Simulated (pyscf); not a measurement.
A first-order saddle from PySCF, ωB97X-D3(BJ)/def2-SVP:

```xyz
8

Si     0.2433     0.3185    -0.3878
O      1.4513     0.2960     0.8079
Si    -0.8431    -0.7090     1.3404
H     -0.1771     1.6883    -0.7917
H      0.5826    -0.4759    -1.6004
H      0.6854    -0.3567     1.8317
H     -1.0624    -2.1811     1.3385
H     -1.8373     0.0302     2.1653
```
Charge 0, spin multiplicity 2.

Surface: doublet, charge 0. Lowest wavenumbers (cm⁻¹): 1459i, 176, 335, 379, 489.

Problem. Name the species on either side of this saddle.

Solution. `[O][SiH2][SiH3]` [doublet] <-> `[OH][SiH2][SiH2]` [doublet], a hydrogen shift read from left to right: H–Si broken and H–O formed. At CCSD(T)/def2-TZVPP + ΔMP2(QZVPP) it lies +0.86 eV from the left side and +2.05 eV from the right (each side as separated species at their lowest minima found). •O–SiH₂–SiH₃ lies 2.00 eV over its isomer •H₂Si–O–SiH₃ (electronic energy, ωB97M-D3(BJ)/def2-TZVP). HO–SiH₂–SiH₂• lies 0.97 eV over its isomer •H₂Si–O–SiH₃ (electronic energy, ωB97M-D3(BJ)/def2-TZVP). One saddle was located; it need not be the lowest between these sides. The CCSD(T) − MP2 part came from Ansatz, without density fitting, on the same reference.
